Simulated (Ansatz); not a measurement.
## What each rung costs, and what it gives

The pair of Br⁻ (SMILES [Br-], atom 1) and CH₄S (SMILES CS, atoms 2–7), both closed shells, in one local arrangement (a lower one may exist), relaxed at PBE0-D4/def2-TZVPD:

```json
{"atom": "Br1", "x (Å)": "0.3812", "y (Å)": "1.3541", "z (Å)": "-2.5594"}
{"atom": "C2", "x (Å)": "0.2243", "y (Å)": "-0.5530", "z (Å)": "0.6638"}
{"atom": "S3", "x (Å)": "-1.2756", "y (Å)": "0.4546", "z (Å)": "0.5482"}
{"atom": "H4", "x (Å)": "0.8065", "y (Å)": "-0.3592", "z (Å)": "-0.2403"}
{"atom": "H5", "x (Å)": "-0.0258", "y (Å)": "-1.6141", "z (Å)": "0.7172"}
{"atom": "H6", "x (Å)": "0.8104", "y (Å)": "-0.2759", "z (Å)": "1.5419"}
{"atom": "H7", "x (Å)": "-0.9210", "y (Å)": "0.9936", "z (Å)": "-0.6713"}
```

Interaction energies are counterpoise-corrected; the time is that of the whole pair.

Ansatz 0.2.0; basis: as named in each row; cores frozen in the correlated methods. Filled d shells of the heavier atoms are correlated. The def2 sets are not built for correlating such inner shells, so the correlated values are less sure here. B3LYP uses VWN-RPA correlation. Extrapolation: Hartree–Fock as exp(−7.88 √X), correlation as X^−2.97.

Times are rough, for one single point on 4 threads of a shared host (Intel Xeon 6975P-C).

The estimate by CCSD(T) at an estimated basis limit (MP2 extrapolated from triple and quadruple zeta, plus CCSD(T) − MP2 in triple zeta) is -13.01 kcal/mol.

```
   method        basis  time (s)  interaction energy (kcal/mol)  method less estimate
       HF       STO-3G   under 1                          -6.91                  6.09
   PBE-D4       STO-3G   under 1                         -19.35                 -6.35
    SPW92     def2-SVP   under 1                         -21.53                 -8.52
   PBE-D4     def2-SVP   under 1                         -17.87                 -4.87
 B3LYP-D4        6-31G   under 1                         -16.06                 -3.06
  PBE0-D4     def2-SVP   under 1                         -16.85                 -3.84
   PBE-D4  def2-TZVPPD   under 1                         -14.91                 -1.91
revPBE-D4  def2-TZVPPD   under 1                         -14.06                 -1.06
  BLYP-D4  def2-TZVPPD         1                         -13.37                 -0.37
  CCSD(T)     def2-SVP         1                         -10.81                  2.19
 B3LYP-D4  def2-TZVPPD         1                         -13.08                 -0.08
  wB97M-V     def2-SVP         1                         -14.80                 -1.79
  PBE0-D4  def2-TZVPPD         1                         -14.06                 -1.06
 HSE06-D4  def2-TZVPPD         1                         -14.11                 -1.11
r2SCAN-D4  def2-TZVPPD         2                         -14.07                 -1.07
   B2PLYP  def2-TZVPPD         2                         -11.47                  1.54
   B97M-V  def2-TZVPPD         3                         -13.11                 -0.10
  wB97X-V  def2-TZVPPD         3                         -12.42                  0.58
  wB97M-V  def2-TZVPPD         3                         -12.36                  0.64
      MP2  def2-QZVPPD         8                         -13.51                 -0.50
  CCSD(T)  def2-TZVPPD        22                         -11.61                  1.39
```

No T1 diagnostic of these runs exceeds 0.010.
